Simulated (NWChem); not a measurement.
System: C$_{2}$H$_{4}$F$_{2}$OSi; SMILES CC(=O)[SiH](F)F

```xyz
10

C     -1.3880    -1.5303    -0.0447
C      0.0484    -1.0985     0.0016
O      0.9785    -1.8745     0.0315
Si     0.4951     0.7694     0.0159
F     -0.1276     1.4723    -1.3005
F     -0.2111     1.4723     1.2895
H     -1.4583    -2.6268    -0.0470
H     -1.9271    -1.1135     0.8222
H     -1.8702    -1.1135    -0.9445
H      1.9534     0.9969     0.0629
```
Atoms are numbered in this order, from 1.

Program: NWChem. All runs use the structure optimised with PBE0/def2-SVP. GIAO values for the isolated, static molecule; σ is the absolute isotropic shielding, δ = σ(reference) − σ with the isolated reference molecule computed at the same levels (13C: tetramethylsilane, 19F: trichlorofluoromethane, 1H: tetramethylsilane, 17O: water, 29Si: tetramethylsilane).

Problem. Predict the results for KT2/pcSseg-1. Quantities: δ C1 (ppm); δ C2 (ppm); δ O3 (ppm); δ Si4 (ppm); δ F5 (ppm); δ H7 (rotor mean) (ppm); δ H10 (ppm).

Solution. 
```yaml
"δ C1 (ppm)": 35.7
"δ C2 (ppm)": 215.5
"δ O3 (ppm)": 760.6
"δ Si4 (ppm)": -40.3
"δ F5 (ppm)": -174.0
"δ H7 (rotor mean) (ppm)": 2.41
"δ H10 (ppm)": 4.67
```
